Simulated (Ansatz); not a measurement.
Cost and result up the ladder for Cs₃I₄ (the lowest doublet isomer of a short search) (7 atoms). The state is a doublet with charge 0. Geometry: PBE0-D4/def2-SVP.

```xyz
7

Cs   -0.0166   -1.2219    2.8437
Cs    2.8514    2.0944   -0.7199
Cs   -1.2456   -1.2477   -1.6170
I     2.2729   -1.4170   -0.1072
I    -0.4491    2.4429   -2.4511
I    -0.6231    2.1726    0.7985
I    -2.7899   -2.8233    1.2531
```

Ansatz on 4 threads of Intel Xeon 6975P-C on a shared host. Times are rough, and most runs start from the orbitals of an earlier one. PBE0-D4/def2-TZVP serves as the yardstick here, not as an exact answer. Differences are given only for rows in sets of like size (and for xTB, whose basis is part of the method), since another set adds its own error. Binding counts from free atoms at the same level (Cs doublet, I doublet; other spins of the atoms weren't run), without zero-point energy or a counterpoise term.

In the def2 sets Cs, I take a core potential; there is no spin–orbit coupling. Correlated methods freeze 16 core orbitals; core or outer-core shells of Cs, I are correlated, in sets that lack core-valence functions. HOMO above LUMO, or a gap near zero within one spin, warns that the state may not be the lowest or that an electron is smeared out. In the doublet, I5 and I6 lie 3.27 Å apart (atoms count from 1), so these atoms are partly bonded to each other. The structure comes from a short search, and lower isomers may exist.

Correlated methods converge slowly with the basis.

```tsv
level	functions	binding energy per atom (eV)	difference from PBE0-D4/def2-TZVP (eV)	remarks
r2SCANh-D4/def2-TZVP	287	2.12	0.03	–
PBE0-D4/def2-SVP	176	2.10	–	–
MP2/def2-TZVP	287	2.09	0.00	–
RPA@PBE/def2-TZVP	287	1.82	-0.28	–
PBE-D4/def2-TZVP (with forces)	287	2.09	0.00	gap within one spin near zero
r2SCAN-D4/def2-TZVP	287	2.13	0.04	–
revPBE-D4/def2-TZVP	287	2.00	-0.09	gap within one spin near zero
PBE-D4/def2-SVP	176	2.09	–	gap within one spin near zero
PBE0-D4/def2-TZVP	287	2.09	0.00	–
```

(1) Estimate how long each takes.

Answers

(1) PBE0-D4/def2-SVP 7.5 s; PBE-D4/def2-SVP 13 s; r2SCAN-D4/def2-TZVP 14 s; PBE0-D4/def2-TZVP 15 s; revPBE-D4/def2-TZVP 16 s; PBE-D4/def2-TZVP (with forces) 17 s; MP2/def2-TZVP 19 s; r2SCANh-D4/def2-TZVP 22 s; RPA@PBE/def2-TZVP 30 s. On shared hardware such times vary by a factor of up to 3.
